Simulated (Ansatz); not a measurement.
Basis-set extrapolation for `N[SiH](N)Cl` (PBE0-D4/def2-TZVP geometry, frozen core, Ansatz). Multiplicity 1, RHF reference.

```csv
,def2-TZVPP,def2-QZVPP
HF,-860.449832,-860.477912
MP2 correlation,-0.740566,-0.801788
CCSD(T) correlation,-0.810621,not run
```

Energies in hartree. Use E(X) = E(∞) + A·exp(−7.88·√X) for Hartree–Fock and E(X) = E(∞) + B·X^(−2.97) for correlation, with X = 3 and 4, and add CCSD(T) minus MP2 of the smaller set to the MP2 limit.

Task: What is the CCSD(T) energy at the basis-set limit?

Result: HF limit: -860.477912 + (-0.028080) × 0.13774 = -860.48178. MP2 limit: -0.801788 + (-0.061222) × 0.74074 = -0.84714. Higher-order term: -0.810621 − (-0.740566) = -0.07006. Total: -861.39898 hartree, 363.7 kJ/mol below CCSD(T)/def2-TZVPP.
